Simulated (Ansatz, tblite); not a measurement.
Clusters of 3 atoms, halide: E(high spin) − E(low spin) (eV) at several levels, gas phase, relaxed structures; Ansatz, xTB through tblite. Each state is relaxed at the level in the geometry column; the other columns are single points. Clusters are the lowest isomers that short searches found in that spin, judged at the geometry's level. Core potentials for Au, I, Pb, Sn in the def2 sets, no spin–orbit coupling. xTB has no spin-polarisation term. Singlets are spin-restricted. The structures are stationary points that may keep the symmetry of their start. Correlated methods freeze inner cores and use unrestricted references for open shells. Remarks come from the PBE and PBE0 runs and from stability tests at other levels; not every state was tested. HOMO above LUMO (over both spins in singlets and doublets, within one spin in higher multiplets; at PBE or PBE0), or a gap under 0.15 eV within one spin, warns that the state may not be the lowest or that an electron is smeared out.

```tsv
species	state	geometry	GFN1-xTB	GFN2-xTB	PBE-D4/def2-TZVP	r2SCAN-D4/def2-TZVP	PBE0-D4/def2-TZVP	RPA@PBE/def2-TZVP	remarks
Au2Br⁺	quintet − singlet	r2SCAN-D4/def2-TZVP	2.78	7.46	4.20	4.25	4.96	4.39	–
SnF2	quintet − singlet	PBE-D4/def2-TZVP	14.41	13.51	9.24	9.04	9.35	9.02	–
MgI2	quintet − singlet	r2SCAN-D4/def2-TZVP	11.26	13.19	7.97	8.06	7.99	7.55	–
SnBr2	quintet − singlet	r2SCAN-D4/def2-TZVP	9.01	8.78	6.24	6.20	6.54	5.74	gap within one spin near zero at PBE or PBE0 (quintet)
MgCl2⁺	quartet − doublet	r2SCAN-D4/def2-TZVP	1.89	2.45	3.10	3.35	3.36	3.02	–
Au2I	quartet − doublet	PBE0-D4/def2-TZVP	2.31	4.48	1.92	1.82	2.03	1.98	–
```

Problem. Estimate the rows for PbCl2⁺ (quartet − doublet, PBE0-D4/def2-TZVP geometry); GeF2⁺ (quartet − doublet, PBE-D4/def2-TZVP geometry).

Solution. 
```csv
species,state,geometry,GFN1-xTB,GFN2-xTB,PBE-D4/def2-TZVP,r2SCAN-D4/def2-TZVP,PBE0-D4/def2-TZVP,RPA@PBE/def2-TZVP
PbCl2⁺,quartet − doublet,PBE0-D4/def2-TZVP,4.03,3.48,3.48,3.51,3.60,3.22
GeF2⁺,quartet − doublet,PBE-D4/def2-TZVP,6.42,6.89,5.91,5.87,6.10,5.62
```
